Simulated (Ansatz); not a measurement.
A CCSD(T) single point on C$_{2}$H$_{8}$GeOS, SMILES `C[O][GeH]([CH3])[SH]`.

```yaml
crystal:
  periodic: [false, false, false]
  atoms:
    - {symbol: C, position_ang: [0.460136, -1.830981, -0.459692]}
    - {symbol: O, position_ang: [1.228617, -0.727474, -0.044612]}
    - {symbol: Ge, position_ang: [0.406856, 0.756241, 0.491307]}
    - {symbol: C, position_ang: [-0.738906, 1.467653, -0.905914]}
    - {symbol: S, position_ang: [-0.927836, 0.301955, 2.215667]}
    - {symbol: H, position_ang: [1.140297, -2.666680, -0.639843]}
    - {symbol: H, position_ang: [-0.082647, -1.627968, -1.392221]}
    - {symbol: H, position_ang: [-0.266577, -2.136385, 0.303207]}
    - {symbol: H, position_ang: [1.570044, 1.661908, 0.914157]}
    - {symbol: H, position_ang: [-1.559635, 0.778929, -1.109379]}
    - {symbol: H, position_ang: [-0.159413, 1.610632, -1.818861]}
    - {symbol: H, position_ang: [-1.155056, 2.426208, -0.593704]}
    - {symbol: H, position_ang: [0.084119, -0.014028, 3.039889]}
basis:
  gaussian: {orbitals: def2-TZVPP}
correlation: {method: ccsd_t}
```

```sh
$ ansatz run in.yaml --threads 2 --pin off --events-out ev --progress --plain --max-ram 22528MiB --backend cuda --devices 0, --max-vram 18GiB
```

Output of Ansatz, abridged:

```
Functional definition: HF
1743 factors; integrals over basis functions are off by at most 9.8e-4 eV
mean field evaluation 1: about -71514.9600 eV, gradient 4.1e1 eV
mean field evaluation 2: about -71515.2021 eV, gradient 4.1e1 eV
mean field evaluation 4: about -71519.0945 eV, gradient 5.1e0 eV
mean field evaluation 8: about -71519.1744 eV, gradient 3.2e-1 eV
mean field evaluation 16: about -71519.1755 eV, gradient 1.7e-6 eV
mean field -71519.17552514 eV, -2628.2812231106 hartree, gradient 1.7e-6 eV, S^2 0.000000; 0 other end points of the search recorded, 0 dependent functions left out
17 core orbitals not correlated: weight in the atoms' cores, before any rotation towards them, 1.000 or more for the frozen orbitals, at most 0.000 for the correlated occupied ones
reference -71519.17552514 eV, -2628.2812231106 hartree; 21, 21 occupied and 257, 257 virtual orbitals, 1743 factors
second order -28.00980191 eV of doubles, -0.00000000 eV of singles
cycle   1  -28.39970560 eV  change   -3.9e-1 eV  update   1.2e-1
cycle   2  -29.14610249 eV  change   -7.5e-1 eV  update   3.4e-2
cycle   3  -29.28866952 eV  change   -1.4e-1 eV  update   1.7e-2
cycle   4  -29.27785469 eV  change    1.1e-2 eV  update   3.9e-3
cycle   5  -29.27626485 eV  change    1.6e-3 eV  update   1.8e-3
cycle   6  -29.27674491 eV  change   -4.8e-4 eV  update   5.5e-4
cycle   7  -29.27648223 eV  change    2.6e-4 eV  update   2.4e-4
cycle   8  -29.27644796 eV  change    3.4e-5 eV  update   7.4e-5
cycle   9  -29.27647538 eV  change   -2.7e-5 eV  update   2.7e-5
perturbative correction -1.16033186 eV, -0.0426414094 hartree
Total energy: -71549.61233238 eV, -2629.3997551458 hartree
```

Run time 6.5 s (2 threads of an AMD EPYC 7R13 on a shared host and a share of an NVIDIA H100 80 GB); peak host memory 0.88 GiB.

The correlation energy is -30.437 eV, 3.8 % of it from (T); the T1 diagnostic reads 0.0112.
